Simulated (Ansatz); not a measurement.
Ansatz (a program for electronic structure) input:

Ansatz 0.2 input:
```yaml
crystal:
  periodic: [false, false, false]
  atoms:
    - {symbol: Si, position_ang: [0.38952914, -0.29595025, 0.49978994]}
    - {symbol: O, position_ang: [0.99026252, -0.09464176, -0.90374787]}
    - {symbol: F, position_ang: [-1.38717463, 0.38758426, 0.40836611]}
basis:
  gaussian:
    orbitals: def2-TZVP
hamiltonian:
  xc: b3lyp
  dispersion: d3bj
total_charge: -1
relax: {f_tol: 0.002, max_steps: 150}
```

Predict the final energy.

-464.79306 Eh (B3LYP-D3(BJ)/def2-TZVP). The basis has 99 functions.
